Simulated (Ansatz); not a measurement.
`[CH3][Ge]([CH3])([F])[F]` → `[F][Ge][F]` + `CC` at 600 K and 1 bar (germylene formation by 1,1-elimination).

Computed with Ansatz on PBE0-D4/def2-TZVP structures; ΔE is electronic, products minus reactants. CCSD(T)/CBS adds triple-zeta CCSD(T) − MP2 to the extrapolated MP2 energy (def2 sets, frozen cores). This one scheme is used for every species. For Ge outer-core shells are correlated without core-valence functions, which leaves a few kJ/mol of doubt a bond. Scalar relativity is left out up to krypton.

```tsv
species	CCSD(T)/CBS energy (Eh)	H − E (kJ/mol)	S (J/(mol·K))
`[CH3][Ge]([CH3])([F])[F]`	-2355.52488	271.4	459.1
`[F][Ge][F]`	-2275.77030	37.2	307.1
`CC`	-79.71954	228.8	274.9
```

H − E and S are ideal-gas, rigid-rotor, harmonic terms from PBE0-D4/def2-TZVP. 1 Eh = 2625.50 kJ/mol, R = 8.31446 J/(mol·K).

Task: By hand: ΔE, ΔH, ΔS and ΔG.

Result: ΔE = (-2275.77030) + (-79.71954) − (-2355.52488) = 0.03504 Eh = 92.0 kJ/mol. Δ(H − E) = 37.2 + 228.8 − 271.4 = -5.4, so ΔH = 86.6 kJ/mol. ΔS = 307.1 + 274.9 − 459.1 = 122.9 J/(mol·K). ΔG = 86.6 − 600 × (122.9)/1000 = 12.9 kJ/mol.

Task: By hand: the equilibrium constant, and the temperature at which ΔG would vanish if ΔH and ΔS stayed fixed.

Result: log₁₀ K = −ΔG/(RT ln 10) = -1.1. ΔG = 0 at ΔH/ΔS = 705 K.

The number of gas molecules changes by +1, which sets the sign of ΔS. A doubt of 5 kJ/mol in ΔE shifts log₁₀ K by 0.4 here. These are equilibria of isolated gas molecules and say nothing of rates. Largest T1 diagnostic: 0.015 (customary marks: 0.02 for closed shells, 0.045 for open ones).
